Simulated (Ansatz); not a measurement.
Reaction (redistribution): `[OH][Ti]([OH])([SeH])[SeH]` + `NP(O)S` → `NP(S)[SeH]` + `[OH][Ti]([OH])([OH])[SeH]`

Gas-phase electronic energies from Ansatz, PBE0-D4/def2-TZVP geometries. CCSD(T)/CBS is the MP2 limit (def2-TZVPP, def2-QZVPP) plus CCSD(T) − MP2 in def2-TZVPP, frozen cores. DFT in def2-TZVPP. B3LYP here is the variant with VWN-RPA as its local correlation; programs differ in this. For Se, Ti outer-core shells are correlated without core-valence functions, which leaves a few kJ/mol of doubt a bond. Scalar relativity is left out up to krypton. One conformer a species, not always the lowest.

```json
{"level": "PBE-D4", "ΔE (kJ/mol)": "-10.3", "difference from CCSD(T)/CBS": "-13.5"}
{"level": "r2SCAN-D4", "ΔE (kJ/mol)": "-4.2", "difference from CCSD(T)/CBS": "-7.4"}
{"level": "PBE0-D4", "ΔE (kJ/mol)": "-4.3", "difference from CCSD(T)/CBS": "-7.5"}
{"level": "B3LYP-D4", "ΔE (kJ/mol)": "-5.8", "difference from CCSD(T)/CBS": "-9.0"}
{"level": "ωB97X-V", "ΔE (kJ/mol)": "-2.2", "difference from CCSD(T)/CBS": "-5.4"}
{"level": "ωB97M-V", "ΔE (kJ/mol)": "0.3", "difference from CCSD(T)/CBS": "-2.9"}
{"level": "B2PLYP", "ΔE (kJ/mol)": "6.0", "difference from CCSD(T)/CBS": "2.8"}
{"level": "PBE", "ΔE (kJ/mol)": "-9.6", "difference from CCSD(T)/CBS": "-12.8"}
{"level": "r2SCAN", "ΔE (kJ/mol)": "-4.1", "difference from CCSD(T)/CBS": "-7.3"}
{"level": "PBE0", "ΔE (kJ/mol)": "-3.8", "difference from CCSD(T)/CBS": "-7.0"}
{"level": "B3LYP", "ΔE (kJ/mol)": "-4.6", "difference from CCSD(T)/CBS": "-7.8"}
{"level": "HF/def2-TZVPP", "ΔE (kJ/mol)": "1.0", "difference from CCSD(T)/CBS": "-2.2"}
{"level": "MP2/def2-TZVPP", "ΔE (kJ/mol)": "11.7", "difference from CCSD(T)/CBS": "8.5"}
{"level": "SCS-MP2/def2-TZVPP", "ΔE (kJ/mol)": "7.5", "difference from CCSD(T)/CBS": "4.3"}
{"level": "CCSD/def2-TZVPP", "ΔE (kJ/mol)": "-1.1", "difference from CCSD(T)/CBS": "-4.3"}
{"level": "CCSD(T)/def2-TZVPP", "ΔE (kJ/mol)": "3.9", "difference from CCSD(T)/CBS": "0.7"}
{"level": "HF/def2-QZVPP", "ΔE (kJ/mol)": "1.9", "difference from CCSD(T)/CBS": "-1.3"}
{"level": "MP2/def2-QZVPP", "ΔE (kJ/mol)": "11.6", "difference from CCSD(T)/CBS": "8.4"}
{"level": "SCS-MP2/def2-QZVPP", "ΔE (kJ/mol)": "7.2", "difference from CCSD(T)/CBS": "4.0"}
{"level": "HF/CBS(def2)", "ΔE (kJ/mol)": "2.0", "difference from CCSD(T)/CBS": "-1.2"}
{"level": "MP2/CBS(def2)", "ΔE (kJ/mol)": "11.0", "difference from CCSD(T)/CBS": "7.8"}
{"level": "CCSD/CBS(def2)", "ΔE (kJ/mol)": "-1.9", "difference from CCSD(T)/CBS": "-5.1"}
{"level": "CCSD(T)/CBS", "ΔE (kJ/mol)": "3.2", "difference from CCSD(T)/CBS": "0"}
```

Largest T1 diagnostic among the species: 0.023, so the coupled-cluster value is less sure than usual.

From PBE to PBE0 (25 % exact exchange), in def2-TZVPP and without D4, ΔE moves by +5.8 kJ/mol.
